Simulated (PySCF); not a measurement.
SMILES [O]=[Cr-2](=[O])(=[O])=[O] (charge -2) (B3LYP/def2-SVP optimised geometry):

```
5

Cr    -0.546    -0.772     0.000
O     -1.093    -1.545     1.338
O     -1.092     0.772     0.000
O     -1.092    -1.545    -1.338
O      1.092    -0.772     0.000
```

Computed with B3LYP/def2-TZVPD (PySCF 2.14.0).

Q: What are the frontier orbital energies?

A: HOMO-2 3.25 eV, HOMO-1 3.25 eV, HOMO 3.25 eV, LUMO 6.79 eV, LUMO+1 6.79 eV.

On the same geometry PBE/def2-TZVPD in PySCF gives HOMO-2 4.46 eV, HOMO-1 4.46 eV, HOMO 4.46 eV, LUMO 6.61 eV, LUMO+1 6.61 eV.

Meta-Löwdin charges at B3LYP/def2-TZVPD: Cr1 1.35, O2 -0.84, O3 -0.84, O4 -0.84, O5 -0.84.
